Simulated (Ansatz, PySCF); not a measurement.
Species: C₂H₆BrSi, charge 0, multiplicity 2. It need not be the lowest isomer of its formula. 
Structure (B3LYP-D3(BJ)/def2-TZVP (Ansatz, an electronic-structure program) minimum search):
SMILES: C[Si](C)Br
```xyz
10

Si     0.2268     0.0557    -1.0185
C     -1.0187    -1.1603    -1.7246
C     -0.2544     1.8329    -1.3906
Br     0.2675    -0.2053     1.2275
H     -0.7569    -2.1869    -1.4696
H     -1.0552    -1.0697    -2.8125
H     -2.0142    -0.9478    -1.3246
H     -0.2718     1.9980    -2.4702
H      0.4487     2.5347    -0.9428
H     -1.2513     2.0401    -0.9912
```
Charge 0, spin multiplicity 2.

Dipole moments at this geometry, in debye (magnitudes).

```json
[
 {"level": "HF/def2-TZVPD", "program": "PySCF", "dipole (D)": "2.52"},
 {"level": "SVWN5/def2-TZVPD", "program": "Ansatz", "dipole (D)": "2.32"},
 {"level": "r2SCAN/def2-TZVPD", "program": "Ansatz", "dipole (D)": "2.33"},
 {"level": "B97M-V/def2-TZVPD", "program": "Ansatz", "dipole (D)": "2.27"},
 {"level": "B3LYP/def2-TZVPD", "program": "Ansatz", "dipole (D)": "2.30"},
 {"level": "BHLYP/def2-TZVPD", "program": "Ansatz", "dipole (D)": "2.40"},
 {"level": "TPSSh/def2-TZVPD", "program": "PySCF", "dipole (D)": "2.29"},
 {"level": "r2SCAN0/def2-TZVPD", "program": "Ansatz", "dipole (D)": "2.39"},
 {"level": "M06-2X/def2-TZVPD", "program": "PySCF", "dipole (D)": "2.39"},
 {"level": "HSE06/def2-TZVPD", "program": "Ansatz", "dipole (D)": "2.34"},
 {"level": "CAM-B3LYP/def2-TZVPD", "program": "PySCF", "dipole (D)": "2.37"},
 {"level": "wB97M-V/def2-TZVPD", "program": "Ansatz", "dipole (D)": "2.35"},
 {"level": "wB97X-V/def2-TZVPD", "program": "Ansatz", "dipole (D)": "2.39"},
 {"level": "CCSD(T)/def2-SVPD", "program": "Ansatz", "dipole (D)": "2.27"}
]
```
